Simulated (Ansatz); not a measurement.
`F[SiH2]I` and `CC[SiH](F)I` differ in one atom or group.

Ansatz, PBE0-D4/def2-TZVP geometries, multiplicity 1. Each molecule was computed in one conformer, which needn't be the lowest.

Elements past krypton have def2 core potentials.

```
                               property  `F[SiH2]I`
    HOMO–LUMO gap (PBE/def2-TZVPP) / eV        5.41
   HOMO–LUMO gap (PBE0/def2-TZVPP) / eV        7.41
HOMO–LUMO gap (ωB97M-V/def2-TZVPP) / eV       11.34
  HOMO energy (ωB97M-V/def2-TZVPP) / eV      -10.08
     HOMO energy (PBE0/def2-TZVPP) / eV       -7.96
  LUMO energy (ωB97M-V/def2-TZVPP) / eV        1.26
```

What does the change do to each property? (Best estimate.)

The calculation gave: 
```csv
property,`CC[SiH](F)I`,shift
HOMO–LUMO gap (PBE/def2-TZVPP) / eV,5.58,0.17
HOMO–LUMO gap (PBE0/def2-TZVPP) / eV,7.60,0.19
HOMO–LUMO gap (ωB97M-V/def2-TZVPP) / eV,11.55,0.21
HOMO energy (ωB97M-V/def2-TZVPP) / eV,-9.85,0.23
HOMO energy (PBE0/def2-TZVPP) / eV,-7.72,0.24
LUMO energy (ωB97M-V/def2-TZVPP) / eV,1.70,0.44
```

With PBE0 the HOMO rises by 0.24 eV and the LUMO rises by 0.41 eV, so the gap widens by about 0.17 eV. PBE moves the HOMO by 0.24 eV and ωB97M-V by 0.23 eV.

Spin–orbit coupling is left out; it splits and shifts lone-pair levels of the heavy atoms by tenths of an eV.
